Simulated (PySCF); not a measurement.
Method: PBE-D3(BJ)/def2-TZVP // TPSS-D3(BJ)/def2-SVP (PySCF 2.14.0). All species are isolated molecules in the gas phase. 

Reference species: [Zr(Cl)4] (neutral, multiplicity 1).

```
Property                                                        Result
------------------------------------------------------------  --------
LUMO                                                          -3.57 eV
mean distance from the central atom to its bonded neighbours   2.337 Å
HOMO–LUMO gap                                                  4.77 eV
```

Changed species: [Ta(=O)(Cl)3] (M = Ta, oxo; the reference has M = Zr).

Q: What does the change do to the LUMO, mean distance from the central atom to its bonded neighbours and HOMO–LUMO gap?

A: the LUMO falls by 0.10 eV, to -3.67 eV; the mean distance from the central atom to its bonded neighbours falls by 0.176 Å, to 2.161 Å; the HOMO–LUMO gap decreases by 0.15 eV, to 4.62 eV.
